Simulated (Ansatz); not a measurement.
A made-up structure of InBH3F, closed shell:

```tsv
atom	x (Å)	y (Å)	z (Å)
B1	-0.9100	0.2727	-0.8207
In2	0.6818	0.0273	0.7347
F3	1.4266	-1.7939	0.5786
H4	0.8131	1.6921	1.1863
H5	-0.6474	0.6795	-1.9122
H6	1.4947	0.8294	2.0095
```

It is relaxed with PBE-D4/def2-SVP and then PBE0-D4/def2-TZVP (Ansatz 0.2.0). Atoms count as bonded within 1.22 times the sum of their covalent radii (H–H: 0.88 Å). The end point is not checked to be a true minimum.

**Question.** Does its bonding change? (A judgement: the text doesn't fix the answer.)

**Answer.** Computed: Yes. Formed: B1–H4; broken: In2–H4.

Where it ends: The first stage lowers the energy by 5.05 eV in 20 steps. It ends as InBH₃F ([BH2][InH][F]):
B1  (-0.053, 0.966, -0.617)
In2  (0.782, -0.084, 1.176)
F3  (1.846, -1.627, 0.559)
H4  (0.552, 1.845, -1.153)
H5  (-1.110, 0.653, -1.075)
H6  (0.841, -0.046, 2.886)
(Å)

Labels in which every atom is bracketed show which atoms are joined, not bond orders.

For scale, one of the runs: PBE0-D4/def2-TZVP relaxation, 130 basis functions, launched by `ansatz run in.yaml --threads 2 --pin off --events-out ev --progress --plain --max-ram 4352MiB`. The run took about 16 s on 2 CPU threads of an Arm Neoverse V2 (shared host).
